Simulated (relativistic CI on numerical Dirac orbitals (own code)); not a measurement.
## Cu⁹⁺: sensitivity of the levels to the model

Base calculation: Dirac-Coulomb-Breit CI, KLI orbitals optimised for each configuration, model QED (radiative potential, 1s self-energy scaled to tabulated hydrogen-like ionisation energies), unscaled Slater integrals.

CI space (outside the closed core [Ne]): 3s2 3p6 3d2, 3s2 3p5 3d3, 3s 3p6 3d3, 3s2 3p6 3d 4s, 3s2 3p6 3d 4p, 3s2 3p6 3d 4d, 3s2 3p6 4s2, 3s2 3p6 4s 4p, 3s2 3p6 3d 4f, 3s2 3p6 4p2, 3s2 3p6 3d 5s, 3s2 3p6 4s 4d, 3s2 3p5 3d2 4s, 3p6 3d4, 3p5 3d5. Double excitations out of closed p, d and f shells are left out; levels of such configurations are missing from the list, as are those of other unlisted configurations, and high levels can miss mixing partners. These lack a partner that the ground configuration has and come out too high: 3s2 3p5 3d2 4s.

Variants: (1) P86 correlation estimate; (2) Breit term removed; (3) only the first configuration. Shifts of the energy above 3s2 3p6 3d2 3F_2, in cm⁻¹, for the lowest level and the first level of each name with at least 55 % of one term (blank where a level changes its place among those of its configuration and J or its character, or is not in the variant):

```tsv
Level	Base	Δ(1)	Δ(2)	Δ(3)
3s2 3p6 3d2 3F_2	0	0	0	0
3s2 3p6 3d2 3F_3	2402	0	+237	-6
3s2 3p6 3d2 3F_4	5238	0	+547	+3
3s2 3p6 3d2 1D_2	26436	+4	+180	+1702
3s2 3p6 3d2 3P_0	29508	+4	+28	+2364
3s2 3p6 3d2 3P_1	30433	+4	+95	+2365
3s2 3p6 3d2 3P_2	32626	+4	+437	+2272
3s2 3p6 3d2 1G_4	42171	+1	+408	+573
3s2 3p6 3d2 1S_0	100645	+6	+106	+1361
3s2 3p5 3d3 5S°_2	490768	+933	+1188	
3s2 3p5 3d3 5D°_2	495133	+933	+982	
3s2 3p5 3d3 5D°_3	495296	+933	+1071	
3s2 3p5 3d3 5D°_1	495484	+933	+943	
3s2 3p5 3d3 5D°_0	495876	+933	+934
```

At this charge energies of transitions that change n are usually good to better than 1 %, and those within a shell (Δn = 0) to a few per cent. Terms inside the open d or f shell come out 10 to 20 % too wide with unscaled integrals.

Ionisation energy from the two ground configurations alone: base 231.396 eV; P86 correlation estimate 232.947 eV. The NIST ASD value (semi-empirical) is 232.2 eV.

LS names give the leading component of a level, which can be under half, so a name can repeat, a term be missing and a line seem to break the LS rules.
